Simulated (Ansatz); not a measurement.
`[OH][Zn][CH2]Cl` + H₂ → `Cl[CH2][ZnH]` + H₂O at 400 K and 1 bar (hydrogenolysis of a Zn–O bond).

Isolated molecules relaxed with PBE0-D4/def2-TZVP in Ansatz; ΔE leaves out vibrations. CCSD(T)/CBS is the MP2 limit (def2-TZVPP, def2-QZVPP) plus CCSD(T) − MP2 in def2-TZVPP, frozen cores. This one scheme is used for every species. For Zn outer-core shells are correlated without core-valence functions, which leaves a few kJ/mol of doubt a bond. Scalar relativity is left out up to krypton. Each species was taken in one conformer, which may not be the lowest.

```tsv
species	CCSD(T)/CBS energy (Eh)	H − E (kJ/mol)	S (J/(mol·K))
`[OH][Zn][CH2]Cl`	-2353.20437	134.5	371.0
H₂	-1.17544	38.0	139.0
`Cl[CH2][ZnH]`	-2277.98947	110.2	321.6
H₂O	-76.37941	69.8	198.6
```

H − E and S are ideal-gas, rigid-rotor, harmonic terms from PBE0-D4/def2-TZVP, for one conformer and one mirror image of each species. The MP2-based limit puts H₂ 0.8 mEh under its directly extrapolated value; such offsets cancel only in part. 1 Eh = 2625.50 kJ/mol, R = 8.31446 J/(mol·K).

By hand: ΔE, ΔH, ΔS and ΔG.

ΔE = (-2277.98947) + (-76.37941) − (-2353.20437) − (-1.17544) = 0.01093 Eh = 28.7 kJ/mol. Δ(H − E) = 110.2 + 69.8 − 134.5 − 38.0 = 7.5, so ΔH = 36.2 kJ/mol. ΔS = 321.6 + 198.6 − 371.0 − 139.0 = 10.2 J/(mol·K). ΔG = 36.2 − 400 × (10.2)/1000 = 32.1 kJ/mol.

By hand: the equilibrium constant, and the temperature at which ΔG would vanish if ΔH and ΔS stayed fixed.

log₁₀ K = −ΔG/(RT ln 10) = -4.2. ΔG = 0 at ΔH/ΔS = 3549 K, far beyond where these terms or the molecules hold.

The number of gas molecules stays the same, so ΔS is small and ΔH decides. A doubt of 5 kJ/mol in ΔE shifts log₁₀ K by 0.7 here. Other conformers and mirror images would add mixing entropy, several J/(mol·K) or more a flexible species. Modes under 60 cm⁻¹, often nearly free rotors, make the harmonic entropy too high. These are equilibria of isolated gas molecules and say nothing of rates. Largest T1 diagnostic: 0.015 (customary marks: 0.02 for closed shells, 0.045 for open ones).
